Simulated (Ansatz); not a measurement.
Reactions of C₃H₅N (`CC=C=N`).

Gas-phase electronic energies from Ansatz, PBE0-D4/def2-TZVP geometries. CCSD(T)/CBS adds triple-zeta CCSD(T) − MP2 to the extrapolated MP2 energy (def2 sets, frozen cores). This one scheme is used for every species, atoms too. DFT in def2-TZVPP. B3LYP here is the variant with VWN-RPA as its local correlation; programs differ in this. No spin–orbit coupling; open shells (•) take unrestricted orbitals. Spin–orbit coupling would lower the free atoms: a little for C. For Br outer-core shells are correlated without core-valence functions, so the limit isn't a true one: a few kJ/mol of doubt a bond, and 10 to 20 or more in all where bonds break to atoms. Scalar relativity is left out up to krypton. One conformer a species, not always the lowest.

```
                                   reaction  B3LYP-D4 (kcal/mol)
                        `CC=C=N` → `C=C=CN`                 11.2
                        `CC=C=N` → `C=CC=N`                 -1.1
            `CC=C=N` + H–F → `N=C=CF` + CH₄                 16.5
                        `CC=C=N` → `C=CN=C`                  1.9
           `CC=C=N` + HBr → `N=C=CBr` + CH₄                  5.3
                        `CC=C=N` → `C=C=NC`                  4.4
                         `CC=C=N` → `C#CNC`                 23.4
                       `CC=C=N` → `CC1=CN1`                 50.5
                `CC=C=N` → 3 C• + 5 H• + N•                890.3
`CC=C=N` + `OC1=NC1` → `COC1=NC1` + `C=C=N`                  8.2
```

Give the CCSD(T)/CBS values in the same order. (Best estimate.)

Ansatz gave: 10.7, -4.2, 20.4, 0.2, 6.5, 5.4, 20.9, 45.7, 880.7, 9.4 kcal/mol.

Largest T1 diagnostic: 0.015, for `C=C=N`.
